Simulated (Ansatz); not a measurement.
Basis-set series for `CC1CBC1`. The species carries charge 0 and has multiplicity 1. The structure was optimised at the PBE0-D4/def2-TZVP level.

```
atom   x (Å)   y (Å)   z (Å)
  C1   0.573   0.920   1.312
  C2   0.291  -0.225   0.365
  C3  -1.195  -0.541   0.025
  B4  -0.663  -0.842  -1.420
  C5   0.654  -0.035  -1.136
  H6   0.186   0.713   2.314
  H7   1.646   1.112   1.397
  H8   0.096   1.838   0.953
  H9   0.774  -1.135   0.737
 H10  -1.736  -1.281   0.617
 H11  -1.774   0.392   0.040
 H12  -1.013  -1.577  -2.298
 H13   1.631  -0.361  -1.498
 H14   0.529   1.021  -1.407
```

```json
{"functional": "PBE0-D4", "basis": "def2-SVP", "functions": "115", "energy (Eh)": "-182.29924", "HOMO (eV)": "-7.78", "LUMO (eV)": "-0.84"}
{"functional": "PBE0-D4", "basis": "def2-QZVPP", "functions": "555", "energy (Eh)": "-182.50343", "HOMO (eV)": "-7.80", "LUMO (eV)": "-0.95"}
{"functional": "ωB97M-V", "basis": "def2-SVP", "functions": "115", "energy (Eh)": "-182.40627", "HOMO (eV)": "-10.05", "LUMO (eV)": "1.19"}
{"functional": "ωB97M-V", "basis": "def2-QZVPP", "functions": "555", "energy (Eh)": "-182.62253", "HOMO (eV)": "-10.08", "LUMO (eV)": "0.90"}
```

(1) Give the rows for def2-TZVPP. (An estimate is asked.)

## Answers

(1) Computed: 
```csv
functional,basis,functions,energy (Eh),HOMO (eV),LUMO (eV)
PBE0-D4,def2-TZVPP,281,-182.49292,-7.79,-0.92
ωB97M-V,def2-TZVPP,281,-182.61248,-10.07,0.99
```

Positive LUMOs are unbound and depend on the basis.
